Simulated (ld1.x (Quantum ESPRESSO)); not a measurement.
Logarithmic derivatives: niobium (Nb), RRKJ

```json
{"Element": "Nb (Z = 41)", "Generator": "ld1.x (Quantum ESPRESSO) 7.5", "Type": "norm-conserving RRKJ (Kleinman–Bylander form)", "Functional": "revPBE", "Relativity": "scalar-relativistic", "Frozen core": "[Kr]", "Valence charge": "5", "Reference configuration": "4d4 5s1 5p0", "Partial waves": "5p (bound, empty): rc 4.20 bohr; 4d (bound): rc 2.50 bohr; 5s (bound): rc 3.05 bohr", "Local potential": "the s channel", "Core correction": "none", "rho0": "0.005"}
```

The phase is arctan(r·u′/u) with u = r·R(r), unwrapped; energies in Ry, scanned from -2 to 5 Ry. A pole is an energy at which the radial function vanishes at the test radius. The pseudo phase is shifted by a multiple of π to meet the all-electron one at the reference energy, and phase errors are pseudo minus all-electron; the curves can meet again beyond the range given. Levels narrower than the energy grid can be missing from the lists of poles.

Question: For each channel, where are the poles, and over which energies does the pseudopotential scatter like the atom?

Answer:

```tsv
channel	radius (bohr)	reference energy (Ry)	poles, all-electron	poles, pseudo	unbroken range about the reference energy with phases within 0.05 rad	phase error 1 Ry above the reference energy (rad)
s	4.56	-0.29	0.02, 2.50	0.02, 2.20, 4.68	below 0.8	-0.032
p	4.56	-0.08	0.52, 3.14	0.51, 2.89	below 1.3	-0.009
d	4.56	-0.22	-0.17, 1.51, 4.37	-0.17, 1.69	below 0.4	+0.126
```

Phases in the p channel:

```csv
E (Ry),all-electron,pseudo
-2.00,1.407,1.407
-1.76,1.394,1.394
-1.52,1.378,1.378
-1.28,1.357,1.357
-1.04,1.327,1.327
-0.80,1.280,1.280
-0.56,1.194,1.193
-0.32,0.965,0.965
-0.08,-0.164,-0.164
0.16,-1.279,-1.280
0.40,-1.514,-1.516
0.64,-1.620,-1.624
0.88,-1.702,-1.710
1.12,-1.802,-1.822
1.36,-1.997,-2.075
1.60,-2.729,-3.208
1.84,-4.096,-4.279
2.08,-4.444,-4.512
2.32,-4.565,-4.606
2.56,-4.628,-4.660
2.80,-4.670,-4.700
3.04,-4.701,-4.733
3.28,-4.728,-4.767
3.52,-4.755,-4.807
3.76,-4.783,-4.865
4.00,-4.818,-4.981
4.24,-4.868,-5.416
4.48,-4.958,-7.166
4.72,-5.192,-7.600
4.96,-6.338,-7.714
```
